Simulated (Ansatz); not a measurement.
Ansatz (a first-principles code) input (r2SCAN/def2-TZVPD):

Ansatz 0.2 input:
```yaml
crystal:
  periodic: [false, false, false]
  atoms:
    - {symbol: Si, position_ang: [-0.47559465, -0.23959751, -0.40653097]}
    - {symbol: O, position_ang: [0.72703529, 0.26806601, 0.61322182]}
    - {symbol: H, position_ang: [0.84204278, 1.20983695, 0.78565901]}
basis:
  gaussian:
    orbitals: def2-TZVPD
hamiltonian:
  xc: {name: r2SCAN}
total_charge: -1
magnetization: {spin_polarized: true, initial_magnetization: 2}
```

End of the output:

```
integrals: 0.02 GiB planned
510 factors; their error is unknown
mean field: 0.26 GiB planned
mean field evaluation 1: about -9937.1234 eV, gradient 1.9e1 eV
mean field evaluation 2: about -9928.7575 eV, gradient 4.5e1 eV
mean field evaluation 4: about -9939.4491 eV, gradient 3.1e0 eV
mean field evaluation 8: about -9939.5130 eV, gradient 1.3e-1 eV
mean field evaluation 16: about -9939.5076 eV, gradient 7.6e-5 eV
mean field evaluation 32: about -9939.5076 eV, gradient 1.0e-5 eV
mean field -9939.50761115 eV, -365.2701674694 hartree, gradient 7.7e-5 eV, S^2 2.016409; 4 other end points of the search recorded, 0 dependent functions left out
reference -9939.50763112 eV, -365.2701682034 hartree; 13, 11 occupied and 79, 81 virtual orbitals, 510 factors
Total energy: -9939.50763112 eV, -365.2701682034 hartree
```

This state (charge -1, triplet) is run at the relaxed geometry of the species with charge 0 and multiplicity 2.
